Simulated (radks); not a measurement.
Task: Valence configurations of P+ (all share [Ne]). Calculated with a radial shooting solver on a logarithmic mesh with Libxc functionals: scalar-relativistic Kohn-Sham, PBE, spin-polarised, spherical densities, point nucleus; open shells are filled with parallel spins first. Order these by energy: 3s2 3p2; 3p4; 3s1 3p3; 3s1.5 3p2.5; 3s0.5 3p3.5.

Result: From the lowest, in eV above it: 3s2 3p2 0.000; 3s1.5 3p2.5 3.140; 3s1 3p3 5.708; 3s0.5 3p3.5 12.327; 3p4 18.339. NIST lists [Ne] 3s2 3p2 as the ground configuration; this level of theory agrees among the configurations tried. The energies are those of spherical high-spin densities, not of single terms.
